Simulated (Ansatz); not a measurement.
Relaxation of F$_{2}$H$_{5}$NSSi (10 atoms, charge 0, multiplicity 1), to a largest force component of 0.03 eV/Å in at most 50 steps.

These are results of Ansatz 0.2.0, RKS PBE-D4/def2-SVP, not measurements.

```xyz
10
Properties=species:S:1:pos:R:3:forces:R:3
Si 0.192 0.095 -0.073 0.34 0.09 -0.46
H 0.035 -0.162 1.366 0.18 -0.04 0.23
N 1.849 0.076 -0.505 0.06 -0.03 -0.06
H 2.448 -0.714 -0.250 -0.02 0.07 0.00
H 2.151 0.507 -1.384 -0.04 -0.06 0.09
F -0.364 1.539 -0.564 -0.03 0.00 0.02
F -0.703 -1.037 -0.858 -0.01 0.01 0.01
S -2.893 0.055 1.282 0.17 -0.17 0.34
H -2.701 -0.859 0.292 0.00 0.01 0.01
H -1.738 -0.374 1.913 -0.64 0.13 -0.17
```

Where does it end, and by what steps?

The run converged. The force dipped under the threshold on the way, but the program's further checks kept it going. After 14 steps the energy has fallen by 0.162 eV; H10 moved furthest, 1.17 Å.

```json
{"step": "0", "energy less start (eV)": "0.0000", "largest force component (eV/Å)": "0.642", "accepted": "yes"}
{"step": "1", "energy less start (eV)": "-0.0902", "largest force component (eV/Å)": "0.277", "accepted": "yes"}
{"step": "2", "energy less start (eV)": "-0.1178", "largest force component (eV/Å)": "0.132", "accepted": "yes"}
{"step": "3", "energy less start (eV)": "-0.1348", "largest force component (eV/Å)": "0.204", "accepted": "yes"}
{"step": "4", "energy less start (eV)": "-0.1457", "largest force component (eV/Å)": "0.115", "accepted": "yes"}
{"step": "5", "energy less start (eV)": "-0.1500", "largest force component (eV/Å)": "0.226", "accepted": "yes"}
{"step": "6", "energy less start (eV)": "-0.1540", "largest force component (eV/Å)": "0.128", "accepted": "yes"}
{"step": "7", "energy less start (eV)": "-0.1512", "largest force component (eV/Å)": "0.205", "accepted": "no"}
{"step": "8", "energy less start (eV)": "-0.1559", "largest force component (eV/Å)": "0.032", "accepted": "yes"}
{"step": "9", "energy less start (eV)": "-0.1590", "largest force component (eV/Å)": "0.030", "accepted": "yes"}
{"step": "10", "energy less start (eV)": "-0.1568", "largest force component (eV/Å)": "0.323", "accepted": "no"}
{"step": "11", "energy less start (eV)": "-0.1606", "largest force component (eV/Å)": "0.092", "accepted": "yes"}
{"step": "12", "energy less start (eV)": "-0.1612", "largest force component (eV/Å)": "0.114", "accepted": "yes"}
{"step": "13", "energy less start (eV)": "-0.1619", "largest force component (eV/Å)": "0.055", "accepted": "yes"}
{"step": "14", "energy less start (eV)": "-0.1622", "largest force component (eV/Å)": "0.028", "accepted": "yes"}
```

```xyz
10
Properties=species:S:1:pos:R:3
Si 0.382 0.189 -0.102
H 0.395 0.085 1.379
N 1.972 0.061 -0.710
H 2.664 -0.528 -0.243
H 2.191 0.202 -1.698
F -0.257 1.583 -0.640
F -0.641 -0.958 -0.690
S -3.141 0.033 1.399
H -2.590 -0.574 0.311
H -2.701 -0.965 2.212
```

Whether the end is a true minimum wasn't checked by a vibrational analysis.

Time of the run: 25 s on 2 threads of Arm Neoverse V2 (shared host), peak memory 0.15 GiB.
